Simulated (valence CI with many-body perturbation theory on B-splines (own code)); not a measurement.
Results of a calculation; reference values are marked as such.
# Pt27+: what each term of the Hamiltonian does

Method: relativistic CI+MBPT: five valence electrons over a frozen Dirac-Fock core [Kr] 4d10, radial functions for each j: 7 s, 7 p, 7 d, 7 f, 4 g, 2 h, with the one-electron correlation potential Σ1 (screened to all orders), the two-electron term Σ2, the three-electron term Σ3, Breit, model QED; selected single and double excitations, second order for the rest (own B-spline code, finite nucleus).

No measured spectrum was set against this ion. As an estimate, large intervals hold to a few tenths of a per cent, small ones and those within an open d or f shell to about a per cent. Core correlation moves these levels by up to 4500 cm⁻¹, and in measured spectra 5 to 20 % of such shifts remained as error; rates that hang on mixing are uncertain with them. Among the levels kept, up to 790 cm⁻¹ of a level comes from second order outside the variational space, and about a tenth of that is noise between levels of different J, which matters for small intervals. Only levels of the ground parity were solved; by the run's estimate the other parity begins above the list, which can be wrong where configurations are misplaced.

Each rung adds one term. CI alone is the Dirac-Coulomb CI over the frozen core; QED comes last and gives the full result, which names the levels. Energies are above 4f5 6H°_5/2 on the same rung, in cm⁻¹.

Names give the largest LS component (configuration and term), which can be under half, so a name can repeat, a term be missing and a line seem to break the LS rules; names also repeat where a configuration has a term twice. Letters in brackets count levels of one name in rising energy.

```
          Level  CI alone    + Σ1    + Σ2    + Σ3  + Breit    Full
    4f5 6H°_7/2     16864   17368   18584   18739    17270   17388
4f5 6F°_5/2 [a]     30585   30990   31482   31406    30435   30520
    4f5 6H°_9/2     31008   31825   33662   33832    31188   31373
    4f5 6F°_3/2     32044   32552   33154   33229    32074   32184
    4f5 6F°_1/2     34632   35264   35884   35916    34441   34577
   4f5 6H°_11/2     42149   43110   45129   45232    41781   41994
    4f5 6F°_7/2     45287   46093   47216   47403    45190   45364
   4f5 6H°_13/2     50721   51706   53633   53569    49556   49765
   4f5 4I°_15/2     53531   54213   55392   54935    51131   51264
    4f5 6F°_9/2     58355   59374   60446   60791    57692   57907
4f5 6F°_5/2 [b]     62203   63174   64777   64704    62576   62776
   4f5 4M°_15/2     69195   70262   72324   72216    67593   67819
   4f5 6F°_11/2     69907   71046   72016   72402    68638   68876
    4f5 4F°_3/2     69826   70864   73348   73469    71270   71482
4f5 4I°_9/2 [a]     74176   75047   76520   76159    73726   73898
   4f5 4L°_13/2     76514   77467   78183   78028    74352   74544
   4f5 4K°_11/2     76161   77122   78325   78226    75113   75306
    4f5 4P°_5/2     78346   79185   79166   79258    77568   77728
4f5 4G°_7/2 [a]     81025   82231   84516   84476    81437   81681
   4f5 4M°_17/2     86571   87678   89203   89074    83891   84114
    4f5 2P°_1/2     85739   86636   88660   87915    86243   86414
    4f5 6P°_3/2     91692   92675   91422   92065    89998   90183
4f5 4G°_9/2 [a]     94729   95970   97907   97843    94293   94537
   4f5 4L°_15/2     97009   98296   99646   99455    94501   94752
   4f5 4M°_19/2     99876  101155  102667  102611    96112   96368
    4f5 2G°_7/2     98791   99716   99571   99450    97291   97461
    4f5 4F°_5/2     98168   99593  102131  102287    99101   99383
4f5 4I°_9/2 [b]    101591  102647  102526  102364    99624   99819
   4f5 4H°_11/2    101588  102781  103733  103635    99773  100005
   4f5 4K°_13/2    103085  104407  106057  105721   101252  101512
   4f5 4M°_21/2    106100  107380  108661  108640   101322  101574
```

How does the ionisation energy move along the ladder, and which term matters most?

CI alone 893.23, + Σ1 896.60, + Σ2 908.13, + Σ3 908.18, + Breit 907.99, + QED 908.05 eV. The largest step is Σ2, 11.53 eV. NIST lists 930 ± 50 eV (theoretical).
